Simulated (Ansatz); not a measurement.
Gas-phase electronic energies from Ansatz, PBE0-D4/def2-TZVP geometries. CCSD(T)/CBS adds triple-zeta CCSD(T) − MP2 to the extrapolated MP2 energy (def2 sets, frozen cores). Functionals use def2-TZVPP. B3LYP here is the variant with VWN-RPA as its local correlation; programs differ in this. For Br outer-core shells are correlated without core-valence functions, which leaves a few kJ/mol of doubt a bond. Scalar relativity is left out up to krypton. One conformer a species, not always the lowest.

Reaction (redistribution): `C[O][Al]([NH2])[Cl]` + `[F][Al]([Cl])[Br]` → `C[O][Al]([F])[Cl]` + `[NH2][Al]([Cl])[Br]`

| level | ΔE (kJ/mol) | difference from CCSD(T)/CBS |
| --- | --- | --- |
| LDA (SPW92) | -5.7 | 0.8 |
| PBE-D4 | -5.8 | 0.7 |
| r2SCAN-D4 | -6.3 | 0.2 |
| B3LYP-D4 | -6.1 | 0.4 |
| PBE0 | -6.2 | 0.3 |
| CAM-B3LYP | -6.0 | 0.5 |
| CCSD/def2-SVP | -6.5 | 0.0 |
| CCSD(T)/def2-SVP | -6.4 | 0.1 |
| HF/def2-TZVPP | -7.4 | -0.9 |
| MP2/def2-QZVPP | -7.2 | -0.7 |
| CCSD(T)/CBS | -6.5 | 0 |

Largest T1 diagnostic among the species: 0.011.

Leaving LDA and LC-ωPBE aside and taking each functional with its dispersion term where it has one, the values, not all of them listed here, spread over 1.7 kJ/mol, from PBE-QIDH to B97M-V.
